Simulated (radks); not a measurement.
The numbers below are computed, except where a source is named.
Polarisability of the samarium ion Sm3+, [Xe] 4f5, at imaginary frequency. Level of theory: scalar-relativistic Kohn-Sham, LDA (Slater exchange, Perdew-Wang correlation), spin-polarised, spherical densities, finite nucleus; open shells are filled with parallel spins first (spin-orbit coupling, left out, can overturn this in heavy ions); Fermi nuclear charge, rms radius 5.0819 fm (a radial shooting solver on a logarithmic mesh with Libxc functionals). Response by self-consistent Sternheimer equations with the Hartree and adiabatic LDA kernel, the relativistic mass of each level held fixed and spin-orbit coupling left out.

w (hartree)  alpha1(iw) (bohr^3)
0.00266                    6.352
0.0143                     6.350
0.0360                     6.341
0.0697                     6.311
0.118                      6.238
0.186                      6.092
0.280                      5.834
0.413                      5.423
0.605                      4.805
0.892                      3.927
1.35                       2.839
2.12                       1.750
3.59                      0.8974
6.94                      0.3551
17.5                     0.08281

Static values: alpha1 = 6.352 bohr^3 (0.9413 angstrom^3; uncoupled 11.78). C6 = 36.60, triple-dipole C9 = 162.1 atomic units. One-pole (London) frequency 4 C6 / (3 alpha1^2) = 1.209 hartree, against 1.254 for minus the highest occupied eigenvalue.
